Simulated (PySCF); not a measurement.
# Radial density of Cu (copper, neutral)

UHF, [Ar] 3d9 4s2, 2D determinant (an excited configuration). Calculation: PySCF 2.14, in x2c-TZVPPall (6s5p4d2f1g, 64 functions); scalar relativity by spin-free X2C-1e.

```tsv
r (bohr)	4πr²ρ (e/bohr)	4πr²(ρα − ρβ)
0.000855	0.2264	0.0000
0.00144	0.5679	0.0000
0.00242	1.413	0.0000
0.00407	3.405	0.0001
0.00685	7.712	0.0002
0.0115	15.76	0.0003
0.0194	27.14	0.0006
0.0326	35.17	0.0008
0.0548	31.40	0.0020
0.0922	28.99	0.0123
0.155	40.01	0.0782
0.261	26.87	0.3782
0.439	18.78	0.9897
0.738	20.26	1.0510
1.24	6.245	0.4048
2.09	1.447	0.0522
3.51	0.5315	-0.0024
5.91	0.04613	-0.0029
9.93	0.0003733	0.0000
```

Densities and radii are taken from the X2C orbitals without a picture-change correction, which distorts them close to the nucleus.

(1) Where is the radial spin density 4πr²(ρα − ρβ) most negative, and why is it negative at all?

Results:

(1) Around r = 5.91 bohr, down to -0.0029 e/bohr: exchange with the open shell polarises the paired shells in an unrestricted calculation.
